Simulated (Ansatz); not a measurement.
C3H9ClOSi, SMILES COC[Si@H](C)Cl.

Geometry optimised at B3LYP-D3(BJ)/def2-SVP. The structure was generated by enumeration; whether it is a known compound was not checked. One conformer was computed; it need not be the lowest.

Two levels are set side by side: PBE/def2-SVPD (Ansatz, a quantum-chemistry and plane-wave program) and CAM-B3LYP/def2-SVPD (Ansatz). Energy differences of separate SCF runs at the same geometry; the states with an electron removed or added have multiplicity 2 and 2. Differences are taken from unrounded values.

```csv
quantity,PBE
vertical ionisation energy (eV),9.29
vertical singlet–triplet gap (eV),6.30
```

**Question.** These are the PBE values. What does CAM-B3LYP give? (An estimate is asked for; the answer gives what the named calculation found.)

**Answer.** 
| quantity | CAM-B3LYP | PBE minus CAM-B3LYP |
|---|---|---|
| vertical ionisation energy (eV) | 10.08 | -0.79 |
| vertical singlet–triplet gap (eV) | 7.09 | -0.79 |
